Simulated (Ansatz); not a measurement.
Basis-set extrapolation for F₂H₄O₂Si₂, SMILES `O[Si](O)(F)[SiH2]F` (PBE0-D4/def2-TZVP geometry, frozen core, Ansatz). Multiplicity 1, RHF reference.

```tsv
	def2-TZVPP	def2-QZVPP
HF	-929.233305	-929.269297
MP2 correlation	-1.209058	-1.317578
CCSD(T) correlation	-1.274088	not run
```

Energies in hartree. Use E(X) = E(∞) + A·exp(−7.88·√X) for Hartree–Fock and E(X) = E(∞) + B·X^(−2.97) for correlation, with X = 3 and 4, and add CCSD(T) minus MP2 of the smaller set to the MP2 limit.

**Question.** What is the CCSD(T) energy at the basis-set limit?

**Answer.** HF limit: -929.269297 + (-0.035992) × 0.13774 = -929.27425. MP2 limit: -1.317578 + (-0.108520) × 0.74074 = -1.39796. Higher-order term: -1.274088 − (-1.209058) = -0.06503. Total: -930.73724 hartree, 603.5 kJ/mol below CCSD(T)/def2-TZVPP.
